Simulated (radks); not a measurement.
Results of a calculation; reference values are marked as such.
Species: Ca4+. Configuration: [Ne] 3s2 3p4.

Code: a radial shooting solver on a logarithmic mesh with Libxc functionals. Model: Dirac Kohn-Sham, PBEsol, spin-unpolarised, spherical densities, finite nucleus; open shells fill j = l - 1/2 first; Fermi nuclear charge, rms radius 3.4776 fm.

Energy parts (hartree):
total: -674.42923
kinetic: 679.78331
electron-nucleus: -1571.51034
Hartree: 250.81758
exchange-correlation: -33.51978

Orbitals (lengths in bohr, moments of r in powers of bohr; r(max) is where P^2 peaks):
orbital  occ.  eigenvalue (hartree)  <1/r>   r(max)
1s1/2       2             -147.1186  19.72  0.05032
2s1/2       2             -17.31823  4.058   0.3000
2p1/2       2             -14.50540  3.985   0.2450
2p3/2       4             -14.36947  3.944   0.2470
3s1/2       2              -3.57715  1.279   0.9697
3p1/2       2              -2.85147  1.181    1.001
3p3/2       2              -2.83439  1.173    1.007

The highest occupied level is 3p3/2 at -77.128 eV. The density falls to 0.001 e/bohr^3 at r = 2.65 bohr. The electron density at the nucleus is 6153 e/bohr^3. Summed over all electrons, <r^2> = 10.12 bohr^2, which gives a Langevin (diamagnetic) susceptibility term of -8.01 x 10^-6 cm^3/mol.
